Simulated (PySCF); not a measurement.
C4H3O (SMILES [c-]1ccoc1), charge -1, singlet, at a GFN2-xTB geometry (in this run its highest filled SCF level lies above zero, so its values depend strongly on the basis, on diffuse functions most of all); BLYP-D3BJM/6-31G** in PySCF.

Here is a job for PySCF.
```python
from pyscf import gto, scf, dft

mol = gto.M(
    atom='''
O     0.00331424   -0.00072523    1.15085558
C    -0.00480857    1.10916172    0.26448605
C     0.00618756   -1.05863609    0.30308132
C    -0.00715679    0.81484723   -1.06555540
C     0.00039392   -0.64547339   -0.98975849
H    -0.00807905    2.06158188    0.79005941
H     0.01244746   -2.04160206    0.76339482
H     0.00142101   -1.33357490   -1.83381975
''',
    basis='6-31g**',
    charge=-1,
    verbose=4,
)

mf = dft.RKS(mol)
mf.xc = 'blyp'
mf.disp = 'd3bjm'
mf.kernel()
```

**Question.** Write the output that PySCF gives for this input, abridged.

**Answer.** 
```
PySCF version 2.14.0

[INPUT] verbose = 4
[INPUT] num. atoms = 8
[INPUT] num. electrons = 36
[INPUT] charge = -1
[INPUT] spin (= nelec alpha-beta = 2S) = 0
[INPUT] symmetry False subgroup None
[INPUT] Mole.unit = angstrom
[INPUT] Symbol           X                Y                Z      unit          X                Y                Z       unit  Magmom
[INPUT]  1 O      0.003314240000  -0.000725230000   1.150855580000 AA    0.006263005911  -0.001370486077   2.174801855127 Bohr   0.0
[INPUT]  2 C     -0.004808570000   1.109161720000   0.264486050000 AA   -0.009086880351   2.096011878652   0.499806198268 Bohr   0.0
[INPUT]  3 C      0.006187560000  -1.058636090000   0.303081320000 AA    0.011692793779  -2.000532275680   0.572740688272 Bohr   0.0
[INPUT]  4 C     -0.007156790000   0.814847230000  -1.065555400000 AA   -0.013524373031   1.539838098060  -2.013607876551 Bohr   0.0
[INPUT]  5 C      0.000393920000  -0.645473390000  -0.989758490000 AA    0.000744400915  -1.219767927795  -1.870372475563 Bohr   0.0
[INPUT]  6 H     -0.008079050000   2.061581880000   0.790059410000 AA   -0.015267191847   3.895825136566   1.492995907035 Bohr   0.0
[INPUT]  7 H      0.012447460000  -2.041602060000   0.763394820000 AA    0.023522290346  -3.858068748748   1.442607134712 Bohr   0.0
[INPUT]  8 H      0.001421010000  -1.333574900000  -1.833819750000 AA    0.002685319720  -2.520091327594  -3.465417089318 Bohr   0.0

nuclear repulsion = 150.781885698735
number of shells = 39
number of NR pGTOs = 156
number of NR cGTOs = 85
basis = 6-31g**
ecp = {}

******** <class 'pyscf.dft.rks.RKS'> ********
method = RKS
initial guess = minao
damping factor = 0
level_shift factor = 0
DIIS = <class 'pyscf.scf.diis.CDIIS'>
diis_start_cycle = 1
diis_space = 8
diis_damp = 0
SCF conv_tol = 1e-09
SCF conv_tol_grad = None
SCF max_cycles = 50
direct_scf = True
direct_scf_tol = 1e-13
XC library pyscf.dft.libxc version 7.1.2
    S. Lehtola, C. Steigemann, M. J. T. Oliveira, and M. A. L. Marques,  SoftwareX 7, 1–5 (2018)
XC functionals = blyp
    A. D. Becke,  Phys. Rev. A 38, 3098 (1988)
    C. Lee, W. Yang, and R. G. Parr,  Phys. Rev. B 37, 785 (1988)
    B. Miehlich, A. Savin, H. Stoll, and H. Preuss,  Chem. Phys. Lett. 157, 200 (1989)
radial grids:
    Treutler-Ahlrichs [JCP 102, 346 (1995); DOI:10.1063/1.469408] (M4) radial grids

becke partition: Becke, JCP 88, 2547 (1988); DOI:10.1063/1.454033
pruning grids: <function nwchem_prune>
grids dens level: 3
symmetrized grids: False
atomic radii adjust function: <function treutler_atomic_radii_adjust>
small_rho_cutoff = 0
Set gradient conv threshold to 3.16228e-05
Initial guess from minao.
tot grids = 99984
Calc dispersion correction with DFTD3.
Parameters: xc=blyp, version=d3bjm, atm=False
init E= -229.920991646811
  HOMO = -0.252654722497939  LUMO = -0.0778618224521472  gap/eV = 4.75636
cycle= 1 E= -229.11863728655  delta_E= 0.802  |g|= 0.768  |ddm|= 3.09
  HOMO = 0.266237687823239  LUMO = 0.294564575141103  gap/eV = 0.77081
cycle= 2 E= -228.252740009365  delta_E= 0.866  |g|= 1.81  |ddm|= 11.5
  HOMO = 0.0856715574784648  LUMO = 0.257881916858948  gap/eV = 4.68608
cycle= 3 E= -229.224133828482  delta_E= -0.971  |g|= 0.458  |ddm|= 11.1
  HOMO = 0.11063135905233  LUMO = 0.218341276135377  gap/eV = 2.93094
cycle= 4 E= -229.267362722297  delta_E= -0.0432  |g|= 0.268  |ddm|= 0.841
  HOMO = 0.105183216335534  LUMO = 0.220748487233091  gap/eV = 3.14469
cycle= 5 E= -229.282118834685  delta_E= -0.0148  |g|= 0.109  |ddm|= 0.298
  HOMO = 0.106416949798545  LUMO = 0.22594593238302  gap/eV = 3.25255
cycle= 6 E= -229.2844854558  delta_E= -0.00237  |g|= 0.0402  |ddm|= 0.135
  HOMO = 0.104750961800492  LUMO = 0.2261257195067  gap/eV = 3.30278
cycle= 7 E= -229.28482716465  delta_E= -0.000342  |g|= 0.0181  |ddm|= 0.0542
  HOMO = 0.104903899388134  LUMO = 0.225524358321182  gap/eV = 3.28225
cycle= 8 E= -229.284914849992  delta_E= -8.77e-05  |g|= 0.00185  |ddm|= 0.0194
  HOMO = 0.104633850371191  LUMO = 0.225444186256148  gap/eV = 3.28742
cycle= 9 E= -229.284915531194  delta_E= -6.81e-07  |g|= 0.00111  |ddm|= 0.00292
  HOMO = 0.104704224104689  LUMO = 0.225456288268087  gap/eV = 3.28583
cycle= 10 E= -229.284915821295  delta_E= -2.9e-07  |g|= 0.000205  |ddm|= 0.00118
  HOMO = 0.104707652806079  LUMO = 0.225454099538988  gap/eV = 3.28568
cycle= 11 E= -229.284915832169  delta_E= -1.09e-08  |g|= 2.12e-05  |ddm|= 0.000245
  HOMO = 0.104709545190115  LUMO = 0.225455959017653  gap/eV = 3.28568
cycle= 12 E= -229.284915832292  delta_E= -1.23e-10  |g|= 3.06e-06  |ddm|= 3.66e-05
  HOMO = 0.104709395975975  LUMO = 0.225455493116731  gap/eV = 3.28567
Extra cycle  E= -229.284915832289  delta_E= 3.24e-12  |g|= 5.06e-06  |ddm|= 1.12e-05
converged SCF energy = -229.284915832289
```
